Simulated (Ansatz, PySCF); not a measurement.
This Ansatz (a program for electronic structure) input computes a CCSD(T)/cc-pVDZ energy:

Ansatz 0.2 input:
```yaml
crystal:
  periodic: [false, false, false]
  atoms:
    - {symbol: O, position_ang: [-1.07062083, 0.45294967, 0.28778807]}
    - {symbol: C, position_ang: [-0.11330540, -0.51406056, -0.06751914]}
    - {symbol: O, position_ang: [1.17599322, 0.02511925, -0.22499623]}
    - {symbol: H, position_ang: [-1.11990315, 1.10353250, -0.42323741]}
    - {symbol: H, position_ang: [-0.34489975, -0.98475515, -1.02619164]}
    - {symbol: H, position_ang: [-0.14958005, -1.25867342, 0.73152913]}
    - {symbol: H, position_ang: [1.45123623, 0.39970806, 0.62068013]}
basis:
  gaussian:
    orbitals: cc-pVDZ
magnetization: {spin_polarized: false}
correlation: {method: ccsd_t, electrons: outside_noble_gas}
```

**Question.** Write an input for the same energy in PySCF and say what it gives.

**Answer.** 
```python
from pyscf import gto, scf, mp, cc as ccmod

mol = gto.M(
    atom='''
    O    -1.07062083    0.45294967    0.28778807
    C    -0.11330540   -0.51406056   -0.06751914
    O     1.17599322    0.02511925   -0.22499623
    H    -1.11990315    1.10353250   -0.42323741
    H    -0.34489975   -0.98475515   -1.02619164
    H    -0.14958005   -1.25867342    0.73152913
    H     1.45123623    0.39970806    0.62068013
    ''',
    basis='cc-pvdz',
    charge=0,
    spin=0,
    verbose=4,
)

mf = scf.RHF(mol)
mf.conv_tol = 1e-10
mf.max_cycle = 100
mf.kernel()
mp2 = mp.MP2(mf, frozen=3).run()
cc = ccmod.CCSD(mf, frozen=3)
cc.max_cycle = 100
cc.kernel()
et = cc.ccsd_t()
print(f'E(CCSD(T)) = {cc.e_tot + et:.9f}')
```
It gives -190.47967 Eh, and Ansatz -190.47966 Eh, a difference of 0.01 mEh.
